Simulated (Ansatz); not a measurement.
Saddle point of CH6Ge, singlet (CH₄Ge ([CH3][GeH]) + H₂ → GeH₂ + CH₄; bonds formed: Ge1–H4, C2–H3; bonds broken: Ge1–C2, H3–H4), PBE0-D4/def2-TZVP structure:

| atom | x (Å) | y (Å) | z (Å) |
| --- | --- | --- | --- |
| Ge1 | -1.0667 | 0.2294 | 1.0267 |
| C2 | 0.5155 | -0.6406 | -0.2609 |
| H3 | -0.4579 | 0.4835 | -0.5592 |
| H4 | -1.3262 | 1.0634 | -0.4559 |
| H5 | -0.0845 | 1.4211 | 1.4119 |
| H6 | 1.1504 | -0.0861 | -0.9590 |
| H7 | 0.1051 | -1.5167 | -0.7602 |
| H8 | 1.1644 | -0.9542 | 0.5567 |

Energies are electronic, without zero-point energy. Barriers and step energies count from the start structure reached by relaxing down the imaginary mode; all methods use the PBE0-D4 structures, on which another method's saddle can fall below an end. Ansatz 0.2.0; basis: def2-TZVPP, with def2-QZVPP for the basis limit; cores frozen in the correlated methods. Filled d shells of the heavier atoms are correlated. The def2 sets are not built for correlating such inner shells, so the correlated values are less sure here. B3LYP uses VWN-RPA correlation. Extrapolation: Hartree–Fock as exp(−7.88 √X), correlation as X^−2.97.

| method | barrier (eV) | step energy (eV) |
| --- | --- | --- |
| SPW92 | 0.417 | -0.234 |
| PBE-D4 | ? | -0.303 |
| BLYP-D4 | 0.802 | -0.374 |
| r2SCAN-D4 | 0.677 | -0.334 |
| B97M-V | 0.737 | -0.499 |
| PBE0-D4 | 0.734 | -0.346 |
| B3LYP-D4 | 0.861 | -0.407 |
| r2SCAN0-D4 | ? | -0.363 |
| BHLYP-D4 | 1.000 | -0.467 |
| CAM-B3LYP-D4 | 0.885 | -0.425 |
| wB97X-V | 0.891 | -0.399 |
| wB97M-V | ? | -0.396 |
| B2PLYP | 0.870 | -0.391 |
| PBE-QIDH | 0.819 | -0.348 |
| RPA on PBE | 0.878 | -0.413 |
| HF | 1.325 | -0.634 |
| MP2 | 0.850 | -0.306 |
| CCSD | 0.972 | -0.426 |
| CCSD(T) | 0.898 | -0.384 |

Q: Fill in the withheld barriers. (An estimate is asked for; the value comes from the calculation.)

A: Computed: PBE-D4 0.634; r2SCAN0-D4 0.761; wB97M-V 0.869 eV. Each is the energy of the saddle less that of the start structure, by the same method.

For comparison, the barrier by CCSD(T) at an estimated basis limit (MP2 extrapolated from triple and quadruple zeta, plus CCSD(T) − MP2 in triple zeta) is 0.854 eV.

T1 diagnostic: at most 0.012.

Labels in which every atom is bracketed show which atoms are joined, not bond orders.

For scale, one of the runs: CCSD(T)/def2-TZVPP, 163 basis functions, launched by `ansatz run in.yaml --threads 2 --pin off --events-out ev --progress --plain --max-ram 4352MiB`. Time: 23 s of wall clock on 2 CPU threads of an Arm Neoverse V2; the host was shared. Peak host memory: 1.2 GiB.
